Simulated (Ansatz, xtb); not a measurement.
**Relative energy of two isomers of C3H6GeOSi**

Structure X: `C#[C][GeH2][SiH2]C=O`, a singlet. Structure Y: `C#C[SiH2][GeH2][CH]=O`, a singlet. Both are isolated molecules in the gas phase, relaxed with B3LYP-D3(BJ)/def2-SVP, each in the lowest conformer that the search found.

X (Å):

```xyz
12

C    -1.2297   -2.2510    1.1100
C    -0.3366   -1.5000    0.7657
C    -0.0099   -0.6843   -3.1160
Ge    1.0705   -0.3671    0.1505
O    -0.9204   -0.0359   -2.6545
Si    1.5888   -1.0601   -2.0784
H    -2.0226   -2.9062    1.4213
H     0.5971    1.0950    0.1928
H     2.2750   -0.5402    1.0974
H     2.7195   -0.2885   -2.6797
H     1.9166   -2.5135   -2.1697
H    -0.0773   -1.0718   -4.1725
```

Y (Å):

```xyz
12

C    -1.8005   -2.6002    0.2723
C    -0.8164   -1.8959    0.4085
C     0.0089    0.0788   -2.8417
Ge    1.5308   -0.5980   -1.7021
O    -0.1861    1.2531   -3.0178
Si    0.6761   -0.8333    0.5241
H    -2.6711   -3.2214    0.1633
H     1.6740   -1.4658    1.4323
H     0.2950    0.5029    1.0602
H     2.6836    0.4216   -1.7777
H     1.9934   -1.9729   -2.2359
H    -0.6810   -0.6943   -3.2835
```

Task: Which of the two would you expect CCSD(T)/def2-SVP + ΔMP2/def2-TZVPP electronic energies to favour?

Result: Structure Y; the calculation gives E(Y) − E(X) = −0.150 eV.

How the difference moves with the method:

| level | geometry | E(Y) − E(X) (eV) | departure from the last row (eV) | job, with rough time for the two |
| --- | --- | --- | --- | --- |
| B3LYP-D3(BJ)/def2-SVP | B3LYP-D3(BJ)/def2-SVP | −0.177 | −0.027 | optimisation, 3.5 min |
| HF/def2-SVP | B3LYP-D3(BJ)/def2-SVP | −0.115 | +0.035 | part of the CCSD(T) run |
| MP2/def2-SVP | B3LYP-D3(BJ)/def2-SVP | −0.114 | +0.036 | part of the CCSD(T) run |
| CCSD(T)/def2-SVP | B3LYP-D3(BJ)/def2-SVP | −0.103 | +0.047 | single point |
| CCSD(T)/def2-SVP + ΔMP2/def2-TZVPP | B3LYP-D3(BJ)/def2-SVP | −0.150 |  | single point, 89 s |

As drawn, both hold the same kinds of bond in the same numbers.

The levels shown agree on the order. The largest departure from CCSD(T)/def2-SVP + ΔMP2/def2-TZVPP is that of CCSD(T)/def2-SVP, 0.047 eV. Levels run at GFN2-xTB geometries aren't shown. The last row adds to CCSD(T) the change of the MP2 difference between the two basis sets, here −0.047 eV.

With thermal terms from frequencies at re-optimised GFN2-xTB minima (ideal gas, soft modes damped towards free rotors, one conformer each, 298.15 K, 1 atm): the zero-point term adds −0.017 eV; ΔH is −0.158 and ΔG −0.199 eV.

The correlated steps freeze 18 core orbitals; the filled d shell of Ge is correlated, in a basis made for valence electrons. Codes used: Ansatz 0.2.0, xtb 6.7.1; the last row on 2 threads of Intel(R) Xeon(R) Platinum 8259CL CPU @ 2.50GHz (Skylake/Cascade Lake) on a shared host.
